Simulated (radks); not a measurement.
The numbers below are computed, except where a source is named.
Cs+, configuration [Xe] 6s(up 0, down 0).

Code: a radial shooting solver on a logarithmic mesh with Libxc functionals. Model: scalar-relativistic Kohn-Sham, LDA (Slater exchange, Perdew-Wang correlation), spin-polarised, spherical densities, finite nucleus; Fermi nuclear charge, rms radius 4.8041 fm.

Energy parts (Ry):
| part | energy |
|---|---|
| total | -15560.7837 |
| kinetic | 16389.6233 |
| electron-nucleus | -37645.8767 |
| Hartree | 6066.9607 |
| exchange-correlation | -371.4910 |

Orbitals (lengths in bohr, moments of r in powers of bohr; r(max) is where P^2 peaks):
| orbital | occ. | eigenvalue (Ry) | r(max) | <r^2> |
|---|---|---|---|---|
| 1s | 2 | -2628.573 | 0.01680 | 0.0009266 |
| 2s | 2 | -412.7335 | 0.09498 | 0.01486 |
| 2p | 6 | -370.5065 | 0.07620 | 0.01178 |
| 3s | 2 | -86.07929 | 0.2728 | 0.1025 |
| 3p | 6 | -72.48538 | 0.2668 | 0.1025 |
| 3d | 10 | -52.46756 | 0.2202 | 0.08852 |
| 4s | 2 | -16.53877 | 0.6424 | 0.5456 |
| 4p | 6 | -12.18633 | 0.6728 | 0.6232 |
| 4d | 10 | -5.84832 | 0.7207 | 0.8169 |
| 5s | 2 | -2.36508 | 1.537 | 3.389 |
| 5p | 6 | -1.38392 | 1.772 | 4.875 |
| 6s | 0 | -0.41499 | 4.087 | 24.18 |

The highest occupied level is 5p at -18.829 eV. Summed over all electrons, <r^2> = 50.84 bohr^2, which gives a Langevin (diamagnetic) susceptibility term of -40.3 x 10^-6 cm^3/mol. The density falls to 0.001 e/bohr^3 at r = 4.03 bohr. The electron density at the nucleus is 3.052e+05 e/bohr^3 (large components only).
